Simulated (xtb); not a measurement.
H$_{5}$OSi$_{2}$ (SMILES [SiH2]O[SiH3]), doublet, from a rough starting geometry; GFN2-xTB (xtb 6.7.1).

xtb was given this input:
```
$ xtb mol.xyz --gfn 2 --uhf 1 --opt vtight --json

# file mol.xyz
8

Si     1.73926904    -0.56667493     0.59921519
O      0.05822809    -0.17819091     0.55118902
Si    -1.27159202     0.25832355    -0.17384044
H      1.98855992    -1.53077074    -0.40713441
H      2.47928520     0.68978199     0.51338076
H     -1.12701130     1.66080425    -0.63152389
H     -1.53344736    -0.64408989    -1.29500132
H     -2.30072622     0.14452205     0.88186886
```

What the program printed (banner, timings and long lists left out):

```
   ID    Z sym.   atoms
    1   14 Si     1, 3
    2    8 O      2
    3    1 H      4-8

           -------------------------------------------------
          |                Calculation Setup                |
           -------------------------------------------------

           -------------------------------------------------
          |                 G F N 2 - x T B                 |
           -------------------------------------------------

          ...................................................
          :                      SETUP                      :
          :.................................................:
          :  # basis functions                  29          :
          :  # atomic orbitals                  27          :
          :  # shells                           13          :
          :  # electrons                        19          :
          :  max. iterations                   250          :
          :  Hamiltonian                  GFN2-xTB          :
          :  restarted?                      false          :
          :  GBSA solvation                  false          :
          :  PC potential                    false          :
          :  electronic temp.          300.0000000     K    :
          :  accuracy                    1.0000000          :
          :  -> integral cutoff          0.2500000E+02      :
          :  -> integral neglect         0.1000000E-07      :
          :  -> SCF convergence          0.1000000E-05 Eh   :
          :  -> wf. convergence          0.1000000E-03 e    :
          :  Broyden damping             0.4000000          :
          :  net charge                          0          :
          :  unpaired electrons                  1          :
          ...................................................

 iter      E             dE          RMSdq      gap      omega  full diag
   1    -10.1150350 -0.101150E+02  0.806E+00    2.48       0.0  T
   2    -10.1847838 -0.697488E-01  0.430E+00    2.31       1.0  T
   3    -10.1873039 -0.252010E-02  0.216E+00    2.57       1.0  T
   4    -10.1879007 -0.596808E-03  0.100E+00    2.56       1.0  T
   5    -10.1880342 -0.133523E-03  0.238E-01    2.60       1.0  T
   6    -10.1881762 -0.142011E-03  0.127E-01    2.58       1.0  T
   7    -10.1881846 -0.836643E-05  0.377E-02    2.58       1.0  T
   8    -10.1881818  0.275450E-05  0.373E-02    2.58       1.0  T
   9    -10.1881852 -0.333922E-05  0.118E-02    2.58       3.0  T
  10    -10.1881853 -0.139923E-06  0.440E-03    2.58       8.0  T
  11    -10.1881854 -0.433504E-07  0.217E-03    2.58      16.3  T
  12    -10.1881854 -0.796883E-08  0.387E-04    2.58      91.3  T
  13    -10.1881854 -0.231468E-09  0.131E-04    2.58     270.4  T

   *** convergence criteria satisfied after 13 iterations ***

         :::::::::::::::::::::::::::::::::::::::::::::::::::::
         ::                     SUMMARY                     ::
         :::::::::::::::::::::::::::::::::::::::::::::::::::::
         :: total energy             -10.113637497157 Eh    ::
         :: gradient norm              0.083703899665 Eh/a0 ::
         :: HOMO-LUMO gap              2.578016883275 eV    ::
         ::.................................................::
         :: SCC energy               -10.188183528495 Eh    ::
         :: -> isotropic ES            0.044043458816 Eh    ::
         :: -> anisotropic ES         -0.000766601749 Eh    ::
         :: -> anisotropic XC          0.002341180260 Eh    ::
         :: -> dispersion             -0.004752906426 Eh    ::
         :: repulsion energy           0.074546031339 Eh    ::
         :: add. restraining           0.000000000000 Eh    ::
         :: total charge               0.000000000000 e     ::
         :::::::::::::::::::::::::::::::::::::::::::::::::::::

      -----------------------------------------------------------
     |                   =====================                   |
     |                        A N C O P T                        |
     |                   =====================                   |
     |               Approximate Normal Coordinate               |
     |                Rational Function Optimizer                |
      -----------------------------------------------------------
      -----------------------------------------------------------
     |                   =====================                   |
     |                        A N C O P T                        |
     |                   =====================                   |
     |               Approximate Normal Coordinate               |
     |                Rational Function Optimizer                |
      -----------------------------------------------------------

          ...................................................
          :                      SETUP                      :
          :.................................................:
          :   optimization level         verytight          :
          :   max. optcycles                   200          :
          :   ANC micro-cycles                  20          :
          :   degrees of freedom                18          :
          :.................................................:
          :   RF solver                   davidson          :
          :   write xtbopt.log                true          :
          :   linear?                        false          :
          :   energy convergence         0.1000000E-06 Eh   :
          :   grad. convergence          0.2000000E-03 Eh/α :
          :   maxmium RF displ.          1.0000000          :
          :   Hlow (freq-cutoff)         0.1000000E-01      :
          :   Hmax (freq-cutoff)         5.0000000          :
          :   S6 in model hess.         20.0000000          :
          ...................................................

generating ANC from exact Hessian ...
Using Lindh-Hessian (1995)
[...]
 * total energy  :   -10.1196654 Eh     change       -0.6998227E-05 Eh
 * total energy  :   -10.1196719 Eh     change       -0.6478383E-05 Eh
 * total energy  :   -10.1196727 Eh     change       -0.8152718E-06 Eh
 * total energy  :   -10.1196731 Eh     change       -0.3476405E-06 Eh
 * total energy  :   -10.1196734 Eh     change       -0.3105157E-06 Eh
 * total energy  :   -10.1196737 Eh     change       -0.2862696E-06 Eh
 * total energy  :   -10.1196738 Eh     change       -0.1870367E-06 Eh
 * total energy  :   -10.1196740 Eh     change       -0.1415284E-06 Eh
 * total energy  :   -10.1196741 Eh     change       -0.1286828E-06 Eh
 * total energy  :   -10.1196742 Eh     change       -0.1311960E-06 Eh
 * total energy  :   -10.1196744 Eh     change       -0.1395654E-06 Eh
 * total energy  :   -10.1196745 Eh     change       -0.1653887E-06 Eh
 * total energy  :   -10.1196746 Eh     change       -0.6221889E-07 Eh
   *** GEOMETRY OPTIMIZATION CONVERGED AFTER 22 ITERATIONS ***
[...]

 iter      E             dE          RMSdq      gap      omega  full diag
   1    -10.1955513 -0.101956E+02  0.188E-05    2.38       0.0  T
   2    -10.1955513 -0.127898E-12  0.109E-05    2.38    3248.8  T
   3    -10.1955513  0.532907E-14  0.564E-06    2.38    6263.4  T

   *** convergence criteria satisfied after 3 iterations ***

         :::::::::::::::::::::::::::::::::::::::::::::::::::::
         ::                     SUMMARY                     ::
         :::::::::::::::::::::::::::::::::::::::::::::::::::::
         :: total energy             -10.119674608076 Eh    ::
         :: gradient norm              0.000042737248 Eh/a0 ::
         :: HOMO-LUMO gap              2.380633079526 eV    ::
         ::.................................................::
         :: SCC energy               -10.195549470617 Eh    ::
         :: -> isotropic ES            0.041318216483 Eh    ::
         :: -> anisotropic ES         -0.000605489278 Eh    ::
         :: -> anisotropic XC          0.002064693274 Eh    ::
         :: -> dispersion             -0.004730732681 Eh    ::
         :: repulsion energy           0.075874862541 Eh    ::
         :: add. restraining           0.000000000000 Eh    ::
         :: total charge               0.000000000000 e     ::
         :::::::::::::::::::::::::::::::::::::::::::::::::::::

           -------------------------------------------------
          |                Property Printout                |
           -------------------------------------------------

    * Orbital Energies and Occupations

         #    Occupation            Energy/Eh            Energy/eV
      -------------------------------------------------------------
         1        2.0000           -0.7550027             -20.5447
         2        2.0000           -0.7154507             -19.4684
         3        2.0000           -0.5786430             -15.7457
         4        2.0000           -0.4841678             -13.1749
         5        2.0000           -0.4835590             -13.1583
         6        2.0000           -0.4775940             -12.9960
         7        2.0000           -0.4243213             -11.5464
         8        2.0000           -0.4143121             -11.2740
         9        2.0000           -0.4080469             -11.1035
        10        1.0000           -0.2771810              -7.5425 (HOMO)
        11                         -0.1896943              -5.1618 (LUMO)
        12                         -0.1659994              -4.5171
        13                         -0.1578729              -4.2959
        14                         -0.1402849              -3.8173
        15                         -0.1394490              -3.7946
        16                         -0.1149141              -3.1270
        17                         -0.0631513              -1.7184
        18                         -0.0603385              -1.6419
        19                          0.0644800               1.7546
        20                          0.0684820               1.8635
        21                          0.3341901               9.0938
       ...                                ...                  ...
        27                          0.9056267              24.6434
      -------------------------------------------------------------
                  HL-Gap            0.0874867 Eh            2.3806 eV
             Fermi-level           -0.2880258 Eh           -7.8376 eV

     #   Z          covCN         q      C6AA      α(0)
     1  14 Si       2.662     0.402   179.424    29.416
     2   8 O        1.540    -0.452    21.975     6.324
     3  14 Si       3.578     0.512    98.157    19.050
     4   1 H        0.920    -0.075     4.774     3.417
     5   1 H        0.920    -0.076     4.782     3.420
     6   1 H        0.919    -0.106     5.785     3.762
     7   1 H        0.919    -0.105     5.743     3.748
     8   1 H        0.919    -0.100     5.554     3.686

 Mol. C6AA /au·bohr⁶  :       1521.982895
 Mol. C8AA /au·bohr⁸  :      65317.269206
 Mol. α(0) /au        :         72.822322

Wiberg/Mayer (AO) data.
largest (>0.10) Wiberg bond orders for each atom

 ---------------------------------------------------------------------------
     #   Z sym  total        # sym  WBO       # sym  WBO       # sym  WBO
 ---------------------------------------------------------------------------
     1  14 Si   2.947 --     2 O    1.089     4 H    0.890     5 H    0.890
     2   8 O    2.346 --     3 Si   1.110     1 Si   1.089
     3  14 Si   3.855 --     2 O    1.110     8 H    0.892     7 H    0.891
                             6 H    0.890
     4   1 H    0.993 --     1 Si   0.890
     5   1 H    0.993 --     1 Si   0.890
     6   1 H    0.989 --     3 Si   0.890
     7   1 H    0.989 --     3 Si   0.891
     8   1 H    0.990 --     3 Si   0.892
 ---------------------------------------------------------------------------

Topologies differ in total number of bonds
Writing topology from bond orders to xtbtopo.mol

molecular dipole:
                 x           y           z       tot (Debye)
 q only:        0.270      -0.088       0.093
   full:        0.137       0.057      -0.181       0.594
molecular quadrupole (traceless):
                xx          xy          yy          xz          yz          zz
 q only:        2.363      -1.701      -1.542       2.038      -0.983      -0.821
  q+dip:       -0.107       0.394       0.336      -0.655       0.523      -0.229
   full:        1.911      -0.491      -0.750       0.096       0.163      -1.161

optimized geometry written to: xtbopt.xyz

           -------------------------------------------------
          | TOTAL ENERGY              -10.119674608076 Eh   |
          | GRADIENT NORM               0.000042737248 Eh/α |
          | HOMO-LUMO GAP               2.380633079526 eV   |
           -------------------------------------------------

normal termination of xtb
```
